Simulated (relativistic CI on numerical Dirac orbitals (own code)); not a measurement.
Calculated at this level of theory: Dirac-Coulomb-Breit CI, separate exchange-only KLI orbitals for each configuration, a model potential for QED, unscaled Slater integrals (own radial code, finite nucleus).

The strongest absorption lines from the ground level of an ion, among the configurations computed and to levels below about 10400 eV (vacuum wavelength in Å, gf): 1.1984 (0.11), 1.2089 (0.062), 1.4553 (0.00044), 1.5696 (0.39), 1.5933 (0.0088), 1.6144 (0.26), 13.386 (0.2), 77.447 (0.0091).

Task: Which ion is it?
A. Ce⁵⁴⁺
B. Ta⁶⁹⁺
C. Er⁶⁴⁺
D. Eu⁵⁹⁺

Result: D. Eu⁵⁹⁺ has 4 electrons and the ground level 2s² ¹S0; the strongest line goes to 2s3p ¹P°1. The pattern of lines fixes the number of electrons, and along that sequence the line energies rise steadily with the charge (about as its square where n changes within one kind of shell, about linearly where n is kept but much faster in heavy ions where fine structure, which grows about as Z⁴, sets the gap, and irregularly where shells cross), which fixes Z. Configurations outside the model, such as inner-shell arrays, can give stronger lines. At this charge energies of transitions that change n are usually good to better than 1 %, and those within a shell (Δn = 0) to a few per cent.

LS names give the leading component of a level, which can be under half, so a name can repeat, a term be missing and a line seem to break the LS rules.
